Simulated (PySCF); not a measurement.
# Radial density of Pt²⁺ (platinum, charge +2)

UHF, [Xe] 4f14 5d7 6p1, one real determinant (an excited configuration). Calculation: PySCF 2.14, in x2c-TZVPPall with one added diffuse shell each of s, p, d, f type (12s8p8d4f1g, 113 functions); the spin-free X2C one-electron Hamiltonian (Gaussian nucleus).

| r (bohr) | 4πr²ρ (e/bohr) | 4πr²(ρα − ρβ) |
| --- | --- | --- |
| 0.0135 | 107.6 | 0.0005 |
| 0.0227 | 94.87 | 0.0049 |
| 0.0381 | 127.8 | 0.0244 |
| 0.0641 | 137.4 | 0.1253 |
| 0.108 | 116.5 | 0.2625 |
| 0.181 | 118.8 | -0.0083 |
| 0.305 | 76.20 | 0.4019 |
| 0.513 | 63.90 | 0.0280 |
| 0.864 | 21.93 | 1.4166 |
| 1.45 | 9.341 | 2.3107 |
| 2.44 | 1.481 | 0.7974 |
| 4.11 | 0.2455 | 0.2270 |
| 6.91 | 0.004019 | 0.0040 |
| 11.6 | 1.763e-05 | 0.0000 |

Densities and radii are taken from the X2C orbitals without a picture-change correction, which distorts them close to the nucleus.

⟨L²⟩ = 13.83 against 20 for a pure G term, so this real determinant mixes terms. Spin-orbit coupling, absent here, splits the open shell strongly.

(1) Where is the radial spin density 4πr²(ρα − ρβ) most negative, and why is it negative at all?

Results:

(1) Around r = 0.181 bohr, down to -0.0083 e/bohr: exchange with the open shell polarises the paired shells in an unrestricted calculation.
